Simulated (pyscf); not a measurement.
•H₂C–C(=CH₂)–F (SMILES [CH2]C(=C)F) → •HC=C(CH₃)–F (SMILES [CH]=C(C)F) (hydrogen shift; doublet surface; C–H broken, C–H formed). Single points on ωB97X-D3(BJ)/def2-SVP structures (PySCF, gas phase). Energies in kcal/mol from the reactant's lowest minimum found.

```csv
level,barrier,reaction energy
ωB97X-D3(BJ)/def2-TZVP,68.5,+26.1
PBE/def2-TZVP,62.2,+25.9
r²SCAN/def2-TZVP,67.5,+26.6
B3LYP-D3(BJ)/def2-TZVP,68.7,+26.9
M06-2X/def2-TZVP,67.4,+23.6
ωB97M-D3(BJ)/def2-TZVP,68.2,+25.9
```

The functionals in the table span 6.5 kcal/mol in this barrier, from PBE to B3LYP-D3(BJ). This is the saddle that the search found; another between the same sides may lie lower.
